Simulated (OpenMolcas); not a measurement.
**Pt2+: input and output**

Pt2+ among 6 point charges of -1.7 e arranged as a trigonal prism (D3h), 2.08 Å from the ion.

Input:

```
&GATEWAY
Coord
1

Pt 0.0 0.0 0.0
Basis=ANO-RCC-VDZP
Group=NoSym
NoMove
AngMom=0.0 0.0 0.0
AMFI
XField
6 Angstrom 0
1.572175 0.000000 1.361861 -1.700000
-0.786088 1.361544 1.361861 -1.700000
-0.786088 -1.361544 1.361861 -1.700000
1.572175 0.000000 -1.361861 -1.700000
-0.786088 1.361544 -1.361861 -1.700000
-0.786088 -1.361544 -1.361861 -1.700000
&SEWARD
* reference wave functions (RASSCF and RASSI steps not shown): 8 electrons in 5 orbitals (5d)
>>> COPY JOB001 $Project.JobIph
&CASPT2
Multistate=10 1 2 3 4 5 6 7 8 9 10
NoMult
Frozen=23
IPEA=0.25
Imaginary=0.1
MaxIter=60
WThr=0.0 0.3 0.05
PrWF=0.5
NoMix
>>> COPY JOB002 $Project.JobIph
&CASPT2
Multistate=15 1 2 3 4 5 6 7 8 9 10 11 12 13 14 15
NoMult
Frozen=23
IPEA=0.25
Imaginary=0.1
MaxIter=60
WThr=0.0 0.3 0.05
PrWF=0.5
NoMix
```

Launched by
```bash
OMP_NUM_THREADS=1 MOLCAS_MEM=1689 MOLCAS_PROJECT=a pymolcas a.inp > a.log  # once for each step of the input, in one work folder
```

Output, cut to the results:

```
--- CASPT2 ---
Orbital specifications:
      -----------------------

      Symmetry species                           1
                                                 a
      Frozen orbitals                           23
      Inactive orbitals                         11
      Active orbitals                            5
      Secondary orbitals                        20
      Deleted orbitals                           0
      Number of basis functions                 59
Type of calculation                        SS-CASPT2
      Fock operator                              state-specific
      IPEA shift                                 0.25
      Real shift                                 0.00
      Imaginary shift                            0.10
      The input orbitals will be transformed to quasi-canonical
Reference energy:      -18400.3007114541
      E2 (Non-variational):      -0.3722110966
      Shift correction:          -0.0002490772
      E2 (Variational):          -0.3724601739
      Total energy:          -18400.6731716280
      Residual norm:              0.0000006623
      Reference weight:           0.92353
      Contributions to the CASPT2 correlation energy
      Active & Virtual Only:         -0.1616963033
      One Inactive Excited:          -0.1271967724
      Two Inactive Excited:          -0.0833180210
Reference energy:      -18400.2697768753
      E2 (Non-variational):      -0.3682062659
      Shift correction:          -0.0002753941
      E2 (Variational):          -0.3684816600
      Total energy:          -18400.6382585353
      Residual norm:              0.0000001085
      Reference weight:           0.92448
      Contributions to the CASPT2 correlation energy
      Active & Virtual Only:         -0.1586167575
      One Inactive Excited:          -0.1265901412
      Two Inactive Excited:          -0.0829993672
::    CASPT2 Root  1     Total energy: -18400.67317163
::    CASPT2 Root  2     Total energy: -18400.63825854
::    CASPT2 Root  3     Total energy: -18400.63824979
::    CASPT2 Root  4     Total energy: -18400.63445709
::    CASPT2 Root  5     Total energy: -18400.63426580
::    CASPT2 Root  6     Total energy: -18400.59224199
::    CASPT2 Root  7     Total energy: -18400.59231871
::    CASPT2 Root  8     Total energy: -18400.59128021
::    CASPT2 Root  9     Total energy: -18400.59132157
::    CASPT2 Root 10     Total energy: -18400.54576893
--- CASPT2 ---
Orbital specifications:
      -----------------------

      Symmetry species                           1
                                                 a
      Frozen orbitals                           23
      Inactive orbitals                         11
      Active orbitals                            5
      Secondary orbitals                        20
      Deleted orbitals                           0
      Number of basis functions                 59
Type of calculation                        SS-CASPT2
      Fock operator                              state-specific
      IPEA shift                                 0.25
      Real shift                                 0.00
      Imaginary shift                            0.10
      The input orbitals will be transformed to quasi-canonical
Reference energy:      -18400.2412598556
      E2 (Non-variational):      -0.3797803025
      Shift correction:          -0.0003007368
      E2 (Variational):          -0.3800810393
      Total energy:          -18400.6213408950
      Residual norm:              0.0000000721
      Reference weight:           0.91989
      Contributions to the CASPT2 correlation energy
      Active & Virtual Only:         -0.1665927457
      One Inactive Excited:          -0.1277125775
      Two Inactive Excited:          -0.0854749794
Reference energy:      -18400.2412598555
      E2 (Non-variational):      -0.3798251796
      Shift correction:          -0.0003030096
      E2 (Variational):          -0.3801281892
      Total energy:          -18400.6213880447
      Residual norm:              0.0000000712
      Reference weight:           0.91974
      Contributions to the CASPT2 correlation energy
      Active & Virtual Only:         -0.1667356692
      One Inactive Excited:          -0.1276163322
      Two Inactive Excited:          -0.0854731782
::    CASPT2 Root  1     Total energy: -18400.62134089
::    CASPT2 Root  2     Total energy: -18400.62138804
::    CASPT2 Root  3     Total energy: -18400.60102041
::    CASPT2 Root  4     Total energy: -18400.60100744
::    CASPT2 Root  5     Total energy: -18400.59578990
::    CASPT2 Root  6     Total energy: -18400.57156892
::    CASPT2 Root  7     Total energy: -18400.57159674
::    CASPT2 Root  8     Total energy: -18400.55651537
::    CASPT2 Root  9     Total energy: -18400.56644745
::    CASPT2 Root 10     Total energy: -18400.56551069
::    CASPT2 Root 11     Total energy: -18400.53425613
::    CASPT2 Root 12     Total energy: -18400.53465773
::    CASPT2 Root 13     Total energy: -18400.52006396
::    CASPT2 Root 14     Total energy: -18400.52015192
::    CASPT2 Root 15     Total energy: -18400.45250788
```

Spin-orbit levels above the lowest (labels of D3, the rotations of D3h), with the averaged single-state CASPT2 energies on the diagonal:

```json
{"E (cm-1)": "0", "Degeneracy": "1", "Label": "A1", "2S+1": "3", "g": ""}
{"E (cm-1)": "1130", "Degeneracy": "2", "Label": "E", "2S+1": "3", "g": "0.00 0.00 3.42"}
{"E (cm-1)": "6200", "Degeneracy": "2", "Label": "E", "2S+1": "3", "g": "0.00 0.00 9.83"}
{"E (cm-1)": "6370", "Degeneracy": "2", "Label": "E", "2S+1": "3 (78 %)", "g": "0.00 0.00 5.06"}
{"E (cm-1)": "10770", "Degeneracy": "1", "Label": "A2", "2S+1": "3", "g": ""}
{"E (cm-1)": "10790", "Degeneracy": "1", "Label": "A1", "2S+1": "3", "g": ""}
{"E (cm-1)": "11350", "Degeneracy": "2", "Label": "E", "2S+1": "3 (72 %)", "g": "0.00 0.00 2.20"}
{"E (cm-1)": "12870", "Degeneracy": "2", "Label": "E", "2S+1": "3 (61 %)", "g": "0.00 0.00 4.52"}
{"E (cm-1)": "13650", "Degeneracy": "1", "Label": "A1", "2S+1": "3 (58 %)", "g": ""}
{"E (cm-1)": "15060", "Degeneracy": "1", "Label": "A2", "2S+1": "3", "g": ""}
{"E (cm-1)": "16960", "Degeneracy": "2", "Label": "E", "2S+1": "3 (69 %)", "g": "0.00 0.00 1.94"}
{"E (cm-1)": "18760", "Degeneracy": "2", "Label": "E", "2S+1": "3", "g": "0.00 0.00 3.56"}
{"E (cm-1)": "20160", "Degeneracy": "1", "Label": "A1", "2S+1": "3 (88 %)", "g": ""}
{"E (cm-1)": "20190", "Degeneracy": "1", "Label": "A2", "2S+1": "3", "g": ""}
{"E (cm-1)": "20190", "Degeneracy": "1", "Label": "A1", "2S+1": "3", "g": ""}
{"E (cm-1)": "23620", "Degeneracy": "2", "Label": "E", "2S+1": "3 (70 %)", "g": "0.00 0.00 4.92"}
{"E (cm-1)": "24510", "Degeneracy": "2", "Label": "E", "2S+1": "3 (82 %)", "g": "0.00 0.00 1.58"}
{"E (cm-1)": "25380", "Degeneracy": "1", "Label": "A2", "2S+1": "3", "g": ""}
{"E (cm-1)": "26550", "Degeneracy": "2", "Label": "E", "2S+1": "3 (71 %)", "g": "0.00 0.00 3.65"}
{"E (cm-1)": "27510", "Degeneracy": "1", "Label": "A1", "2S+1": "1 (50 %)", "g": ""}
```

Roots that are degenerate in the reference are averaged as groups; the widest CASPT2 spread within a group is 88 cm-1 (the 2-fold group of multiplicity 1 near 30400 cm-1 above the lowest state of its run). Shifts and gaps below about the spread of the groups concerned are not significant. Real 4d8 and 5d8 ions are as a rule square planar and diamagnetic. Free-ion shares, where given, are those of the reference states; single-state CASPT2 does not remix them. Point charges carry no covalency, so the field is a model and not that of real ligands. No measured value stands beside these numbers.

With an even number of electrons the g values are those of a degenerate or nearly degenerate non-Kramers pair.
